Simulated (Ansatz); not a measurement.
Start from `FBBr` and change one atom or group to get `NBF`.

Ansatz, PBE0-D4/def2-TZVP geometries, multiplicity 1. Each molecule was computed in one conformer, which needn't be the lowest.

Scalar relativity is left out up to krypton.

```
                                      property  `FBBr`
size of the dipole moment (PBE/def2-TZVPP) / D    0.57
            LUMO energy (PBE0/def2-TZVPP) / eV   -1.27
           LUMO energy (B3LYP/def2-TZVPP) / eV   -1.50
         HOMO energy (ωB97M-V/def2-TZVPP) / eV  -11.02
          HOMO–LUMO gap (PBE0/def2-TZVPP) / eV    7.50
             HOMO energy (PBE/def2-TZVPP) / eV   -7.46
```

Question: Give the same properties after the change, and the shifts. (Estimate.)

Answer: The calculation gave: 
| property | `NBF` | shift |
| --- | --- | --- |
| size of the dipole moment (PBE/def2-TZVPP) / D | 2.40 | 1.83 |
| LUMO energy (PBE0/def2-TZVPP) / eV | 0.92 | 2.19 |
| LUMO energy (B3LYP/def2-TZVPP) / eV | 0.62 | 2.12 |
| HOMO energy (ωB97M-V/def2-TZVPP) / eV | -10.99 | 0.03 |
| HOMO–LUMO gap (PBE0/def2-TZVPP) / eV | 9.50 | 2.00 |
| HOMO energy (PBE/def2-TZVPP) / eV | -7.11 | 0.35 |

With PBE0 the HOMO rises by 0.20 eV and the LUMO rises by 2.19 eV, so the gap widens by about 1.99 eV. PBE moves the HOMO by 0.35 eV and ωB97M-V by 0.03 eV. The zero-point energy changes by 70.3 kJ/mol with +6 modes. Dipoles are sizes alone; their direction can turn.

B3LYP here is the variant with VWN-RPA as its local correlation; programs differ in this.

Spin–orbit coupling is left out; it splits and shifts lone-pair levels of the heavy atoms by tenths of an eV.
